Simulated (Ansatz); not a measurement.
Relaxation of AlAsF2H4 (8 atoms, charge 0, multiplicity 1), to a largest force component of 0.03 eV/Å in at most 50 steps.

These are results of Ansatz, RKS B3LYP-D4/def2-SVP, not measurements.

```xyz
8
Properties=species:S:1:pos:R:3
Al 0.078 -0.995 -0.235
H -2.174 0.693 -0.405
F -0.183 -0.982 -1.877
F -0.306 -2.406 0.557
H -1.811 0.874 0.171
As 0.876 0.917 0.981
H 1.251 1.599 -0.337
H 2.269 0.301 1.144
```

Question: Where does it end, and by what steps?

Answer: The run converged. After 12 steps the energy has fallen by 0.185 eV; H5 moved furthest, 0.77 Å.

| step | energy less start (eV) | largest force component (eV/Å) | accepted |
| --- | --- | --- | --- |
| 0 | 0.0000 | 1.983 | yes |
| 1 | -0.0919 | 0.570 | yes |
| 2 | -0.1014 | 0.222 | yes |
| 3 | -0.1201 | 0.282 | yes |
| 4 | -0.1364 | 0.305 | yes |
| 5 | -0.1499 | 0.355 | yes |
| 6 | -0.1595 | 0.428 | yes |
| 7 | -0.1738 | 0.185 | yes |
| 8 | -0.1774 | 0.134 | yes |
| 9 | -0.1828 | 0.059 | yes |
| 10 | -0.1791 | 0.208 | no |
| 11 | -0.1837 | 0.033 | yes |
| 12 | -0.1846 | 0.026 | yes |

```xyz
8
Properties=species:S:1:pos:R:3
Al -0.041 -0.628 -0.248
H -2.213 0.270 -0.503
F -0.365 -0.581 -1.882
F -0.475 -2.006 0.577
H -2.228 0.234 0.259
As 1.170 1.129 0.885
H 1.922 1.471 -0.404
H 2.229 0.112 1.317
```

Whether the end is a true minimum wasn't checked by a vibrational analysis.

Time of the run: 26 s on 2 threads of Intel(R) Xeon(R) Platinum 8488C (Sapphire Rapids), with other jobs on the host, peak memory 0.23 GiB.
